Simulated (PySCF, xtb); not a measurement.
BH4O4, SMILES O[B-](O)(O)O, charge -1. One conformer was computed; it need not be the lowest.

Harmonic wavenumbers (cm⁻¹) from GFN2-xTB (xtb) at its own minimum, in rising order: 170, 171, 196, 200, 336, 348, 421, 421, 465, 666, 778, 778, 866, 996, 1028, 1103, 1104, 3683, 3690, 3691, 3694.

### Question
What does PBE0-D3(BJ)/def2-SVPD (PySCF) give at its own minimum? (An estimate is asked for; the answer gives what the named calculation found.)

### Answer
168, 206, 280, 280, 361, 403, 479, 479, 516, 738, 863, 863, 992, 994, 1048, 1201, 1201, 3939, 3941, 3941, 3944. Paired by order, the mean absolute difference is 97 cm⁻¹ and the zero-point energies are 35.5 and 38.4 kcal/mol.
